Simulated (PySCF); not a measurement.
H2O4P, SMILES [O]P(=O)(O)O (connectivity only; charge and spin as stated), charge -1, multiplicity 1. Atoms are numbered in the order given.

```xyz
7

O      1.0195     0.8829    -0.8580
P      0.0000     0.0000    -0.1741
O     -1.0195    -0.8829    -0.8580
O      0.8355    -0.9928     0.8999
O     -0.8355     0.9928     0.8999
H      0.3137    -1.8010     0.9711
H     -0.3136     1.8010     0.9711
```
Charge -1, spin multiplicity 1.

Geometry optimised at B3LYP-D3(BJ)/def2-SVPD. The multiplicity is an assumed one; other spin states were not compared. The isomer is the one that the SMILES or the coordinates give; other isomers of the formula were not compared. One conformer was computed; it need not be the lowest.

Two levels are set side by side: PBE/pcSseg-1 (PySCF) and PBE0/pcSseg-1 (PySCF). GIAO shifts against H2O (¹⁷O), PH3 (³¹P), TMS (¹H) at the same level; non-relativistic, no solvent, atoms listed together averaged. Differences are taken from unrounded values.

```csv
quantity,PBE0,PBE,PBE minus PBE0
"δ(¹⁷O) of O1, O3 (ppm)",149.1,157.6,8.5
δ(³¹P) of P2 (ppm),281.5,284.6,3.1
"δ(¹⁷O) of O4, O5 (ppm)",123.2,132.4,9.2
"δ(¹H) of H6, H7 (ppm)",1.54,1.34,-0.20
```

Rough cost on one machine, each run with all the roots and properties that it gave: PBE0 against PBE within a factor of 2.
